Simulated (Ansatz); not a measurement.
Cartesian coordinates in Å:
```
C -1.736 -0.836 -0.594
N -0.868 0.220 -1.055
C -1.382 0.832 -2.254
Y 0.937 0.752 -0.035
O 2.012 2.262 -0.852
O 1.395 -0.334 1.671
Si 1.788 -1.155 3.010
H -1.342 -1.301 0.318
H -2.749 -0.470 -0.361
H -1.852 -1.636 -1.343
H -1.483 0.108 -3.079
H -2.380 1.274 -2.099
H -0.720 1.633 -2.600
H 2.627 2.944 -1.103
H 3.166 -0.819 3.475
H 0.848 -0.846 4.127
H 1.740 -2.628 2.773
```

Total charge 0; spin multiplicity 1. Y takes the def2 core potential.

Q: List the ωB97M-V/def2-TZVPP orbital energies in eV (Ansatz). (Estimate.)

A: The calculation gave: Occupied: -1806.70, -525.02, -524.99, -393.45, -281.70, -281.64, -147.69, -101.82, -101.80, -101.80, -53.85, -32.76, -32.25, -32.12, -28.66, -28.02, -26.84, -22.11, -19.14, -16.97, -15.38, -15.00, -14.85, -14.51, -13.17, -13.00, -12.71, -12.70, -12.32, -11.26, -11.19, -10.59, -10.47, -10.19, -8.15. Lowest empty: -0.35, 0.68, 1.11, 1.29, 1.90, 2.42, 2.61, 2.71.
